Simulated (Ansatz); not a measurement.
# Nudged elastic band run: CH$_{5}$SSb

Input file:

```yaml
crystal:
  periodic: [false, false, false]
  atoms:
    - { symbol: C, position_ang: [-0.805588, 1.15146, -0.519799] }
    - { symbol: S, position_ang: [-0.296898, 0.238361, 0.97108] }
    - { symbol: Sb, position_ang: [1.114558, -1.481199, -0.046057] }
    - { symbol: H, position_ang: [-1.375302, 0.522903, -1.219492] }
    - { symbol: H, position_ang: [0.048591, 1.606263, -1.042108] }
    - { symbol: H, position_ang: [-1.463595, 1.958184, -0.166195] }
    - { symbol: H, position_ang: [2.404218, -1.287754, 1.073467] }
    - { symbol: H, position_ang: [0.466316, -2.765319, 0.893504] }
basis:
  gaussian: { orbitals: def2-SVP }
hamiltonian:
  xc: pbe0
  dispersion: d4
neb:
  order_check: false
  images: 7
  f_tol: 0.05
  max_iterations: 60
  initial_path: idpp
  final_atoms:
    - { symbol: C, position_ang: [-0.64337783, 0.91402389, -0.39620599] }
    - { symbol: S, position_ang: [-0.48059432, 0.4303069, 1.34641423] }
    - { symbol: Sb, position_ang: [1.00114689, -1.50183608, 1.21915573] }
    - { symbol: H, position_ang: [-1.10513275, 0.11495828, -0.99409034] }
    - { symbol: H, position_ang: [0.32903717, 1.18541581, -0.83196803] }
    - { symbol: H, position_ang: [-1.29971665, 1.79647472, -0.41710173] }
    - { symbol: H, position_ang: [2.11143233, -0.76528214, 0.12664506] }
    - { symbol: H, position_ang: [0.17950517, -2.23116239, -0.10844893] }
```

Run as:

```bash
$ ansatz run input.yaml --threads 1 --pin off --max-ram 2048MiB --backend cpu --events-out ev --progress --plain --runs-dir out
```

Output, in part (warnings, iteration lines, the closing report on the highest movable image, with atoms numbered from 0):

```
NEB end point (image 0): max|allowed force component| = 1.434e-2 eV/Å (the criterion of neb.relax_end_points is 1.000e-2)
NEB end point (image 8): max|allowed force component| = 6.259e-3 eV/Å (the criterion of neb.relax_end_points is 1.000e-2)
NEB iter   1: max|band force component| = 1.559e0 eV/Å  barrier→ = 2.2612 eV  barrier← = 2.2988 eV  Δτ_max = 0.1980 Å  (220 SCF iters)
NEB iter   2: max|band force component| = 7.697e-1 eV/Å  barrier→ = 1.9991 eV  barrier← = 2.0367 eV  Δτ_max = 0.1862 Å  (202 SCF iters)
NEB iter   3: max|band force component| = 2.037e0 eV/Å  barrier→ = 1.9588 eV  barrier← = 1.9964 eV  CI = image 3  Δτ_max = 0.1646 Å  (211 SCF iters)
NEB iter   4: max|band force component| = 7.609e-1 eV/Å  barrier→ = 2.0823 eV  barrier← = 2.1199 eV  CI = image 3  Δτ_max = 0.0582 Å  (207 SCF iters)
NEB iter   5: max|band force component| = 1.489e-1 eV/Å  barrier→ = 2.0853 eV  barrier← = 2.1229 eV  CI = image 3  Δτ_max = 0.0123 Å  (200 SCF iters)
NEB iter   6: max|band force component| = 7.249e-2 eV/Å  barrier→ = 2.0842 eV  barrier← = 2.1218 eV  CI = image 3  Δτ_max = 0.0053 Å  (178 SCF iters)
NEB iter   7: max|band force component| = 2.874e-2 eV/Å  barrier→ = 2.0840 eV  barrier← = 2.1216 eV  CI = image 3  Δτ_max = 0.0000 Å  (334 SCF iters)
Total energy: -18480.30571639 eV, -679.1387086762 hartree
Atom 0 at    -0.767792     1.104523    -0.627698 Å, force     0.010887    -0.016991     0.019086 eV/Å
Atom 1 at    -0.482535     0.486798     1.065070 Å, force    -0.005962     0.013336    -0.028978 eV/Å
Atom 2 at     0.952669    -1.362402     0.830493 Å, force    -0.005176     0.005994     0.008242 eV/Å
Atom 3 at    -1.255431     0.344852    -1.251957 Å, force    -0.000645     0.004157     0.001497 eV/Å
Atom 4 at     0.169292     1.434800    -1.093976 Å, force    -0.004599     0.001027     0.000566 eV/Å
Atom 5 at    -1.441498     1.968484    -0.511201 Å, force    -0.001268     0.000713     0.004342 eV/Å
Atom 6 at     2.597937    -1.148169     0.887645 Å, force     0.003833    -0.004222    -0.001456 eV/Å
Atom 7 at     0.319658    -2.885987     0.646024 Å, force     0.002931    -0.004015    -0.003299 eV/Å
Dipole moment:     0.025330     0.012524    -0.319742 e Å
```

The run converged. A vibrational analysis at the climbing image gives one clearly imaginary mode, 989i cm⁻¹: a first-order saddle point.

Final band (atoms are numbered from 1 in the order of the input):

```json
{"image": "0", "path coordinate (Å)": "0.00", "energy (kJ/mol)": "0.0", "height of Sb3 over the plane of its neighbours (Å)": "1.03"}
{"image": "1", "path coordinate (Å)": "0.41", "energy (kJ/mol)": "14.1", "height of Sb3 over the plane of its neighbours (Å)": "0.86"}
{"image": "2", "path coordinate (Å)": "0.82", "energy (kJ/mol)": "97.8", "height of Sb3 over the plane of its neighbours (Å)": "0.48"}
{"image": "3", "path coordinate (Å)": "1.22", "energy (kJ/mol)": "201.1", "height of Sb3 over the plane of its neighbours (Å)": "0.01"}
{"image": "4", "path coordinate (Å)": "1.61", "energy (kJ/mol)": "106.7", "height of Sb3 over the plane of its neighbours (Å)": "-0.43"}
{"image": "5", "path coordinate (Å)": "2.00", "energy (kJ/mol)": "25.9", "height of Sb3 over the plane of its neighbours (Å)": "-0.79"}
{"image": "6", "path coordinate (Å)": "2.38", "energy (kJ/mol)": "7.4", "height of Sb3 over the plane of its neighbours (Å)": "-0.93"}
{"image": "7", "path coordinate (Å)": "2.77", "energy (kJ/mol)": "-0.7", "height of Sb3 over the plane of its neighbours (Å)": "-0.99"}
{"image": "8", "path coordinate (Å)": "3.15", "energy (kJ/mol)": "-3.6", "height of Sb3 over the plane of its neighbours (Å)": "-1.03"}
```

Time of the run: 110 s on 1 thread of Intel(R) Xeon(R) 6975P-C (Granite Rapids), with other jobs on the host, peak memory 0.19 GiB.
